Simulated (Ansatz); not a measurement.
`BC1C[SiH2]1` + `[OH][GeH3]` → `B[O][GeH3]` + `C1C[SiH2]1` at 298.15 K and 1 bar (ligand exchange at a B–C bond).

Program: Ansatz. Geometries: PBE0-D4/def2-TZVP. ΔE: electronic, gas phase. CBS: MP2 limit from def2 TZ/QZ plus the TZ coupled-cluster correction, frozen cores. For Ge outer-core shells are correlated without core-valence functions, which leaves a few kJ/mol of doubt a bond. Scalar relativity is left out up to krypton.

| species | CCSD(T)/CBS energy (Eh) | H − E (kJ/mol) | S (J/(mol·K)) |
| --- | --- | --- | --- |
| `BC1C[SiH2]1` | -394.14423 | 230.9 | 298.3 |
| `[OH][GeH3]` | -2153.69723 | 109.3 | 272.0 |
| `B[O][GeH3]` | -2179.12438 | 144.5 | 304.9 |
| `C1C[SiH2]1` | -368.74760 | 196.0 | 266.1 |

H − E and S are ideal-gas, rigid-rotor, harmonic terms from PBE0-D4/def2-TZVP, for one conformer and one mirror image of each species. 1 Eh = 2625.50 kJ/mol, R = 8.31446 J/(mol·K).

Question: By hand: ΔE, ΔH, ΔS and ΔG.

Answer: ΔE = (-2179.12438) + (-368.74760) − (-394.14423) − (-2153.69723) = -0.03052 Eh = -80.1 kJ/mol. Δ(H − E) = 144.5 + 196.0 − 230.9 − 109.3 = 0.3, so ΔH = -79.8 kJ/mol. ΔS = 304.9 + 266.1 − 298.3 − 272.0 = 0.7 J/(mol·K). ΔG = -79.8 − 298.15 × (0.7)/1000 = -80.0 kJ/mol.

Question: By hand: the equilibrium constant, and the temperature at which ΔG would vanish if ΔH and ΔS stayed fixed.

Answer: log₁₀ K = −ΔG/(RT ln 10) = 14.0. ΔH and −TΔS have one sign here, so there is no such temperature. One of them is within its doubt of zero, so this could turn.

The number of gas molecules stays the same, so ΔS is small and ΔH decides. A doubt of 5 kJ/mol in ΔE shifts log₁₀ K by 0.9 here. Other conformers and mirror images would add mixing entropy, several J/(mol·K) or more a flexible species. These are equilibria of isolated gas molecules and say nothing of rates. Largest T1 diagnostic: 0.013 (customary marks: 0.02 for closed shells, 0.045 for open ones).
